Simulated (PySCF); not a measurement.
Input for PySCF: R-BP86/6-31G* on PS+, 2S+1 = 1, a spin state set in the input, which need not be the lowest, a point of a bond scan (R = 1.990 Å). Charge +1.

```python
from pyscf import gto, scf, dft, mp
from pyscf.data.elements import chemcore

mol = gto.M(
    atom='''
    P     0.00000000    0.00000000    0.00000000
    S     0.00000000    0.00000000    1.99004000
    ''',
    basis='6-31g*',
    cart=True,
    charge=1, spin=0, verbose=3, max_memory=1800)
mf = dft.RKS(mol, xc='b88,p86')
mf.conv_tol = 1e-8
mf.max_cycle = 100
mf.kernel()
if not mf.converged:
    mf = mf.newton().run(mf.mo_coeff, mf.mo_occ)
```

It printed:

```
converged SCF energy = -739.253016068648
```

The calculation finished and met its thresholds.

Cost: about 1.3 core-seconds (a rough figure).
